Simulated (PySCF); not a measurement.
Computed shifts of a molecule CH8FNSi2, PBE0/pcSseg-1 in PySCF, GIAO, gas phase, atoms alike by connectivity averaged where their shifts nearly agree, in ppm (number of nuclei): ²⁹Si: -8.1 (1), -42.2 (1). ¹⁵N: 40.8 (1). ¹³C: 39.0 (1). ¹⁹F: -168.1 (1). ¹H: 5.08 (2), 4.93 (3), 3.14 (3). References: ²⁹Si against TMS (σ = 352.7 ppm); ¹⁵N against NH3 (σ = 267.4 ppm); ¹³C against TMS (σ = 186.3 ppm); ¹⁹F against CFCl3 (σ = 167.2 ppm); ¹H against TMS (σ = 31.56 ppm), references at their B3LYP-D3(BJ)/def2-TZVP geometries, non-relativistic. Geometry: B3LYP-D3(BJ)/def2-SVP. One conformer was computed; it need not be the lowest.

Task: Which structure fits?
A. C[Si@H](N)[SiH2]F
B. CN([SiH3])[SiH2]F
C. C[SiH2]N[SiH2]F
D. C[Si@@](N)(F)[SiH3]

Result: B, CN([SiH3])[SiH2]F
